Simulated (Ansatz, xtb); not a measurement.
**Isomers of C5H5BrN2 in order of energy**

4 gas-phase structures of C5H5BrN2, from a drawn sample of its isomers (lower ones may exist). Each was relaxed with GFN2-xTB:

A. `Nc1ccc(Br)nc1`, a singlet
B. `Nc1cnccc1Br`, a singlet
C. `Nc1cccnc1Br`, a singlet
D. `Nc1cncc(Br)c1`, a singlet

Question: Estimate their order in r2SCAN-D4/def2-SVP energy at these geometries, lowest first.

Answer: Calculated order at r2SCAN-D4/def2-SVP: C (0.0), A (2.7), B (2.8), D (4.2) kcal/mol. Less than 1 kcal/mol parts A and B, so the order within that pair means little.

Energies above the lowest of each column, in kcal/mol; the last columns are at PBE0-D3(BJ)/def2-SVP geometries:

```json
{"structure": "C", "GFN2-xTB": "0.0", "HF/STO-3G": "0.4", "r2SCAN-D4/def2-SVP": "0.0", "PBE0-D3(BJ)/def2-SVP": "0.0", "CCSD(T)/def2-SVP + ΔMP2/def2-TZVPP": "0.0"}
{"structure": "A", "GFN2-xTB": "1.0", "HF/STO-3G": "0.0", "r2SCAN-D4/def2-SVP": "2.7", "PBE0-D3(BJ)/def2-SVP": "2.5", "CCSD(T)/def2-SVP + ΔMP2/def2-TZVPP": "2.0"}
{"structure": "B", "GFN2-xTB": "1.7", "HF/STO-3G": "1.6", "r2SCAN-D4/def2-SVP": "2.8", "PBE0-D3(BJ)/def2-SVP": "2.3", "CCSD(T)/def2-SVP + ΔMP2/def2-TZVPP": "1.0"}
{"structure": "D", "GFN2-xTB": "2.0", "HF/STO-3G": "1.3", "r2SCAN-D4/def2-SVP": "4.2", "PBE0-D3(BJ)/def2-SVP": "3.9", "CCSD(T)/def2-SVP + ΔMP2/def2-TZVPP": "2.6"}
```

CCSD(T)/def2-SVP + ΔMP2/def2-TZVPP puts C lowest; HF/STO-3G picks A. CCSD(T)/def2-SVP + ΔMP2/def2-TZVPP orders those it was run on as C (0.0), B (1.0), A (2.0), D (2.6) kcal/mol. Less than 1 kcal/mol parts A and D, so the order within that pair means little. Flexible structures stand in one conformer each, not always the lowest. ΔMP2 is the change of the MP2 energy from the smaller to the larger basis.

Over these structures GFN2-xTB departs from r2SCAN-D4/def2-SVP by 0.7 kcal/mol on average once a common shift is removed. A GFN2-xTB relaxation took about 0.27 s and the r2SCAN-D4/def2-SVP energy about 7.4 s on a shared host (Ansatz 0.2.0, xtb 6.7.1).
